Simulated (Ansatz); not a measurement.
Consider the ligand exchange at a B–N bond: `NB(F)O[SiH3]` + H–F → `FB(F)O[SiH3]` + NH₃.

Program: Ansatz. Geometries: PBE0-D4/def2-TZVP. ΔE: electronic, gas phase. CCSD(T)/CBS adds triple-zeta CCSD(T) − MP2 to the extrapolated MP2 energy (def2 sets, frozen cores). This one scheme is used for every species. DFT in def2-TZVPP. B3LYP here is the variant with VWN-RPA as its local correlation; programs differ in this. HSE06 is defined as in plane-wave codes. One conformer a species, not always the lowest.

```csv
level,ΔE (kJ/mol),difference from CCSD(T)/CBS
LDA (SPW92),-28.5,7.1
revPBE-D4,-32.7,2.9
BLYP-D4,-38.9,-3.3
r2SCAN-D4,-41.3,-5.7
B97M-V,-46.5,-10.9
PBE0-D4,-34.3,1.3
B3LYP-D4,-38.6,-3.0
r2SCANh-D4,-40.4,-4.8
r2SCAN0-D4,-39.3,-3.7
HSE06-D4,-34.4,1.2
BHLYP-D4,-40.4,-4.8
CAM-B3LYP-D4,-39.6,-4.0
ωB97X-V,-39.9,-4.3
ωB97M-V,-39.5,-3.9
B2PLYP,-42.2,-6.6
PBE-QIDH,-36.6,-1.0
PBE,-38.0,-2.4
revPBE,-41.8,-6.2
r2SCAN,-42.2,-6.6
PBE0,-37.1,-1.5
B3LYP,-43.8,-8.2
r2SCANh,-41.4,-5.8
HSE06,-37.1,-1.5
BHLYP,-44.3,-8.7
CAM-B3LYP,-42.5,-6.9
LC-ωPBE,-36.9,-1.3
RPA@PBE/def2-TZVPP,-42.1,-6.5
HF/def2-SVP,-55.1,-19.5
MP2/def2-SVP,-50.1,-14.5
CCSD/def2-SVP,-51.9,-16.3
CCSD(T)/def2-SVP,-51.7,-16.1
HF/def2-TZVPP,-52.3,-16.7
MP2/def2-TZVPP,-36.5,-0.9
SCS-MP2/def2-TZVPP,-40.6,-5.0
CCSD(T)/def2-TZVPP,-39.7,-4.1
MP2/def2-QZVPP,-34.2,1.4
SCS-MP2/def2-QZVPP,-38.4,-2.8
HF/CBS(def2),-52.8,-17.2
MP2/CBS(def2),-32.3,3.3
CCSD/CBS(def2),-36.9,-1.3
CCSD(T)/CBS,-35.6,0
```

Largest T1 diagnostic among the species: 0.012.

In def2-TZVPP, CCSD(T) changes the Hartree–Fock value by +12.6 kJ/mol (the triples alone add +1.3 kJ/mol) and MP2 by +15.9 kJ/mol. Leaving LDA and LC-ωPBE aside and taking each functional with its dispersion term where it has one, the values spread over 13.9 kJ/mol, from B97M-V to revPBE-D4. LDA lies +9.5 kJ/mol from PBE without D4.

CCSD(T)/CBS has its own doubt, a few kJ/mol and more with outer-core shells, so smaller differences from it don't rank the levels.
